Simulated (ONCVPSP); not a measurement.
# LDA (Perdew-Zunger) ONCV dataset for Pb, scalar-relativistic all-electron reference.

Input for ONCVPSP 4.0.1:

```
# ATOM AND REFERENCE CONFIGURATION
# atsym  z   nc   nv     iexc    psfile
  Pb 82.00   13    2        3      upf
#
#   n    l    f
    1    0    2.00
    2    0    2.00
    2    1    6.00
    3    0    2.00
    3    1    6.00
    3    2   10.00
    4    0    2.00
    4    1    6.00
    4    2   10.00
    4    3   14.00
    5    0    2.00
    5    1    6.00
    5    2   10.00
    6    0    2.00
    6    1    0.50
#
# PSEUDOPOTENTIAL AND OPTIMIZATION
# lmax
    1
#
#   l,   rc,      ep,       ncon, nbas, qcut
    0    1.85    0.00    3    7    2.70
    1    2.25    0.00    4    8    3.30
#
# LOCAL POTENTIAL
# lloc, lpopt,  rc(5),   dvloc0
    4    5    1.50    0.00
#
# VANDERBILT-KLEINMAN-BYLANDER PROJECTORs
# l, nproj, debl
    0    2    1.70
    1    1    1.00
#
# MODEL CORE CHARGE
# icmod, fcfact, rcfact
    0    0.00    0.00
#
# LOG DERIVATIVE ANALYSIS
# epsh1, epsh2, depsh
   -2.00    5.00    0.02
#
# OUTPUT GRID
# rlmax, drl
    6.00    0.01
#
# TEST CONFIGURATIONS
# ncnf
    4
# nvcnf
#   n    l    f
    2
    6    0    2.00
    6    1    2.00
#
    2
    6    0    2.00
    6    1    1.00
#
    2
    6    0    2.00
    6    1    0.00
#
    2
    6    0    0.00
    6    1    4.00
#
```

Command:

```bash
oncvpsp.x < Pb.dat > Pb.out
```

Resulting log (shortened: citation, most of the input echo, consistency checks and plot data are left out):

```
ONCVPSP  (Optimized Norm-Conservinng Vanderbilt PSeudopotential)
scalar-relativistic version 4.0.1

#   n    l    f        energy (Ha)
    1    0    2.00    -3.2369398E+03
    2    0    2.00    -5.7937786E+02
    2    1    6.00    -4.9714989E+02
    3    0    2.00    -1.3940877E+02
    3    1    6.00    -1.1583914E+02
    3    2   10.00    -9.1780782E+01
    4    0    2.00    -3.1881672E+01
    4    1    6.00    -2.4156865E+01
    4    2   10.00    -1.5220141E+01
    4    3   14.00    -5.3459446E+00
    5    0    2.00    -5.7556878E+00
    5    1    6.00    -3.6070892E+00
    5    2   10.00    -1.2278284E+00
    6    0    2.00    -8.6857542E-01
    6    1    0.50    -5.0497441E-01

Reference configufation results
  iterations    21
  all-electron total energy (Ha)   -2.08702316D+04

Begin loop to  construct optimized pseudo wave functions
and semi-local pseudopoentials for all angular momenta

   Wellstate for l =  0  n =  8
     eigenvalue =   0.8314
     asymptotic potential =   1.3314
     half-point radius =  4.8327

Calculating optimized projector #   1

 for l=   0

    Fraction of norm inside rc  0.334218
    Optimizing pswf for qcut=   2.70 a_B^-1,  ecut=   3.65 Ha
    Residual kinetic energy error=  1.94D-02 Ha

    Energy error per electron        Cutoff
         Ha          eV             Ha
         0.01000     0.27211        4.49
         0.00100     0.02721       31.98
         0.00010     0.00272       50.50
         0.00001     0.00027       95.06

Calculating optimized projector #   2

 for l=   0

    Fraction of norm inside rc  0.080775
    Optimizing pswf for qcut=   2.70 a_B^-1,  ecut=   3.65 Ha
    Residual kinetic energy error=  3.96D-02 Ha

    Energy error per electron        Cutoff
         Ha          eV             Ha
         0.01000     0.27211        5.16
         0.00100     0.02721       20.75
         0.00010     0.00272       56.60

Calculating optimized projector #   1

 for l=   1

    Fraction of norm inside rc  0.280790
    Optimizing pswf for qcut=   3.29 a_B^-1,  ecut=   5.42 Ha
    Residual kinetic energy error=  9.37D-04 Ha

    Energy error per electron        Cutoff
         Ha          eV             Ha
         0.01000     0.27211        2.70
         0.00100     0.02721        5.40
         0.00010     0.00272       16.12
         0.00001     0.00027       34.20

Construct Vanderbilt / Kleinmman-Bylander projectors

B matrix Hermiticity error, ll=   0
   1   2   -1.2176E-04

  Orthonormal projector coefficients  8.9174E+00  1.4219E+00

Pseudoatom total energy   -3.024304

Diagnostic tests using Vanderbilt-Kleinman-Bylander pseudopotentials
  1 or more projectors used as specified by nproj input data

   l    rcore       rmatch      e in        delta e   norm test  slope test

   0   1.8599165   1.9163876  -0.8685754   0.0000802   1.0000861   0.9918406
   0   1.8599165   1.9163876   0.8314246   0.0003566   1.0002815   1.0002815

   1   2.2523135   2.3206986  -0.5049744   0.0000004   1.0000023   0.9999847

 Testing for bound ghosts
   n   l    E NL Schr. Eq   E Basis Diag.   E Cutoff

       0                       -1.440062     53.87  WARNING - GHOST(-)
   1   0       -0.868495       -0.866585     53.87

       1                       -1.110316     43.43  WARNING - GHOST(-)
   2   1       -0.504974       -0.502111     43.43

 Testing for highly-localized positive-energy ghosts
       l    <radius>/rc     E Basis Diag.   E Cutoff

Test configuration 0

   n   l     f        eae           eps        diff
   1   0  2.0000-3236.93978843
   2   0  2.0000 -579.37785535
   2   1  6.0000 -497.14988615
   3   0  2.0000 -139.40876863
   3   1  6.0000 -115.83914060
   3   2 10.0000  -91.78078198
   4   0  2.0000  -31.88167168
   4   1  6.0000  -24.15686546
   4   2 10.0000  -15.22014103
   4   3 14.0000   -5.34594459
   5   0  2.0000   -5.75568785
   5   1  6.0000   -3.60708917
   5   2 10.0000   -1.22782836
   6   0  2.0000   -0.86857542   -0.86849523    8.02D-05
   6   1  0.5000   -0.50497441   -0.50497402    3.92D-07

    Total energies and differences
      AE_ref= -2.08702316D+04  AE_tst= -2.08702316D+04  dif=  0.00D+00
      PS_ref= -3.02430371D+00  PS_tst= -3.02430371D+00  dif=  8.88D-16
      PSP excitation error= -8.88D-16

Test configuration 1

   n   l     f        eae           eps        diff
   1   0  2.0000-3236.48853917
   2   0  2.0000 -578.92844164
   2   1  6.0000 -496.70031220
   3   0  2.0000 -138.95969404
   3   1  6.0000 -115.39004793
   3   2 10.0000  -91.33177951
   4   0  2.0000  -31.43277750
   4   1  6.0000  -23.70799191
   4   2 10.0000  -14.77132565
   4   3 14.0000   -4.89718319
   5   0  2.0000   -5.30744169
   5   1  6.0000   -3.15885892
   5   2 10.0000   -0.78228232
   6   0  2.0000   -0.45289292   -0.45253857    3.54D-04
   6   1  2.0000   -0.13634936   -0.13740437   -1.06D-03

    Total energies and differences
      AE_ref= -2.08702316D+04  AE_tst= -2.08707018D+04  dif= -4.70D-01
      PS_ref= -3.02430371D+00  PS_tst= -3.49618789D+00  dif= -4.72D-01
      PSP excitation error=  1.67D-03

Test configuration 2

   n   l     f        eae           eps        diff
   1   0  2.0000-3236.77572229
   2   0  2.0000 -579.21464547
   2   1  6.0000 -496.98660323
   3   0  2.0000 -139.24573262
   3   1  6.0000 -115.67609672
   3   2 10.0000  -91.61777698
   4   0  2.0000  -31.71873795
   4   1  6.0000  -23.99394411
   4   2 10.0000  -15.05724932
   4   3 14.0000   -5.18308306
   5   0  2.0000   -5.59313997
   5   1  6.0000   -3.44459510
   5   2 10.0000   -1.06665071
   6   0  2.0000   -0.71999536   -0.72038469   -3.89D-04
   6   1  1.0000   -0.37312840   -0.37412269   -9.94D-04

    Total energies and differences
      AE_ref= -2.08702316D+04  AE_tst= -2.08704507D+04  dif= -2.19D-01
      PS_ref= -3.02430371D+00  PS_tst= -3.24382284D+00  dif= -2.20D-01
      PSP excitation error=  3.96D-04

Test configuration 3

   n   l     f        eae           eps        diff
   1   0  2.0000-3237.11499274
   2   0  2.0000 -579.55193685
   2   1  6.0000 -497.32406204
   3   0  2.0000 -139.58260325
   3   1  6.0000 -116.01298497
   3   2 10.0000  -91.95457894
   4   0  2.0000  -32.05535157
   4   1  6.0000  -24.33052618
   4   2 10.0000  -15.39376024
   4   3 14.0000   -5.51951890
   5   0  2.0000   -5.92877314
   5   1  6.0000   -3.78005299
   5   2 10.0000   -1.39899472
   6   0  2.0000   -1.02446505   -1.02266499    1.80D-03

    Total energies and differences
      AE_ref= -2.08702316D+04  AE_tst= -2.08699450D+04  dif=  2.87D-01
      PS_ref= -3.02430371D+00  PS_tst= -2.73807466D+00  dif=  2.86D-01
      PSP excitation error=  4.01D-04

Test configuration 4

   n   l     f        eae           eps        diff
   1   0  2.0000-3236.61929290
   2   0  2.0000 -579.05690480
   2   1  6.0000 -496.82858061
   3   0  2.0000 -139.08920569
   3   1  6.0000 -115.51952017
   3   2 10.0000  -91.46103457
   4   0  2.0000  -31.56267095
   4   1  6.0000  -23.83783126
   4   2 10.0000  -14.90104453
   4   3 14.0000   -5.02685549
   5   0  2.0000   -5.43617228
   5   1  6.0000   -3.28673369
   5   2 10.0000   -0.90170933
   6   1  4.0000   -0.18557021   -0.18748499   -1.91D-03

    Total energies and differences
      AE_ref= -2.08702316D+04  AE_tst= -2.08700391D+04  dif=  1.93D-01
      PS_ref= -3.02430371D+00  PS_tst= -2.83975557D+00  dif=  1.85D-01
      PSP excitation error=  7.99D-03
```

Note: ghosts flagged at negative energy: s at -39.2 eV, p at -30.2 eV; no localised positive-energy state flagged. A true bound ghost makes a file unfit for plane-wave use.

The run took about 2.8 s on one core of a shared server CPU.
